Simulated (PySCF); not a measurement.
## Orbital picture of CaN

UHF at R = 2.257 Å; basis Ca pcseg-1, N pcseg-1; no relativity; PySCF 2.14. State: ⁴Σ⁻ (quartet), unpaired electrons σ ↑, π ↑↑. Only the outer orbitals are listed, counted within each symmetry.

```
spin  orbital  occ.  ε (eV)  on Ca (%)            main shells (%)
   α       6σ     1  -36.30         98                    98 Ca p
   α       2π     1  -36.26        100                   100 Ca p
   α       2π     1  -36.26        100                   100 Ca p
   α       7σ     1  -27.05          3                     96 N s
   α       3π     1  -11.59          4                     96 N p
   α       3π     1  -11.59          4                     96 N p
   α       8σ     1  -10.21          7                     92 N p
   α       9σ     1   -5.80         98           78 Ca s, 18 Ca p
   α       4π     0    1.44        100                    92 Ca p
   α       4π     0    1.44        100                    92 Ca p
   α      10σ     0    2.33        102  53 Ca p, 33 Ca s, 16 Ca d
   β       2π     1  -36.17        100                   100 Ca p
   β       2π     1  -36.17        100                   100 Ca p
   β       6σ     1  -36.02         99                    99 Ca p
   β       7σ     1  -19.76          6                     94 N s
   β       8σ     1   -8.00         10                     88 N p
   β       9σ     0    0.10         99                    89 Ca s
   β       3π     0    2.40         91             90 Ca p, 8 N p
   β       3π     0    2.40         91             90 Ca p, 8 N p
```

Question: Which are the highest filled and the lowest empty level, where do they sit, and how wide is the gap?

Answer: Highest filled α 9σ at -5.80 eV (in %: 78 Ca s, 18 Ca p); lowest empty β 9σ at 0.10 eV (in %: 89 Ca s); the gap at UHF is 5.90 eV. An empty level above zero is unbound, and its energy depends on the basis.

```
bond order (Mayer)                              : 0.53
⟨S²⟩                                            : 3.760
charge on Ca (Mulliken, basis-dependent)        : 0.70
charge on Ca (Löwdin, basis-dependent)          : 0.47
dipole moment (positive dipole means Ca(−)N(+)) : -4.46 D
```

Shares are Mulliken populations and can fall outside 0 to 100 %.

The state was picked by a PBE0 search and need not be the measured ground state.
